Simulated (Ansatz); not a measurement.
This geometry of AlCl₂H₅O₂Sn (11 atoms, charge 0, multiplicity 1) is a first-order saddle point.

These are results of Ansatz, RKS PBE0-D4/def2-SVP, not measurements.

```xyz
11
Properties=species:S:1:pos:R:3
Sn 0.359 -0.272 -0.074
O -0.249 -0.172 2.414
H -1.082 -0.509 2.767
Cl 1.950 0.314 -1.692
H -0.647 1.080 0.010
Cl -1.040 -2.089 -0.992
O 1.241 -1.680 0.951
Al 0.579 -3.286 0.542
H 1.410 -4.213 -0.437
H -0.387 -3.846 1.679
H 0.381 -0.922 2.448
```

Which two structures does it join? (They come from a converged band through this point; their orientation in space is the band's.)

Bonds broken: Sn1–O2, O7–H11. Bonds formed: O2–H11. AlCl2H5O2Sn becomes AlCl2H3OSn + H2O.

Image 0:

```xyz
11
Properties=species:S:1:pos:R:3
Sn -0.146 -0.183 0.420
O 0.270 0.614 2.191
H 0.966 1.282 2.147
Cl 1.610 0.673 -0.861
H -1.754 0.166 0.036
Cl -0.326 -2.232 -1.373
O 0.221 -1.988 1.392
Al 0.277 -3.558 0.370
H 1.780 -4.042 0.229
H -0.920 -4.514 0.774
H 0.540 -1.814 2.290
```

Image 8:

```xyz
11
Properties=species:S:1:pos:R:3
Sn 0.611 -0.154 0.009
O -0.712 -0.538 2.207
H -1.467 -1.127 2.069
Cl 1.729 0.226 -2.021
H 0.141 1.388 0.510
Cl -1.077 -1.784 -0.718
O 1.547 -1.605 0.893
Al 0.708 -3.142 0.614
H 1.288 -4.171 -0.437
H -0.196 -3.579 1.858
H -0.053 -1.109 2.632
```

How far does it lie above each of them?

62.2 kJ/mol above the first and 5.3 kJ/mol above the second. This is the barrier of this one path; another mechanism may lie lower. The orbitals stay closed-shell, which can raise the energy where a bond breaks towards radicals; this wasn't checked here.

Run time: 6.6 min on 4 threads of Arm Neoverse V2 (shared host), peak memory 0.41 GiB.
